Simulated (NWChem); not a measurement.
Species: MgSi$_{2}$H$_{6}$; SMILES [SiH3][Mg][SiH3]

Program: NWChem. Coordinates come from a PBE-D3(BJ)/def2-SVP optimisation.

Task: What does the run give for PBE0/aug-cc-pVDZ? Quantities: highest occupied level (eV); orbital gap (eV).

Result: 
```json
{
 "highest occupied level (eV)": "-6.58",
 "orbital gap (eV)": "5.21"
}
```
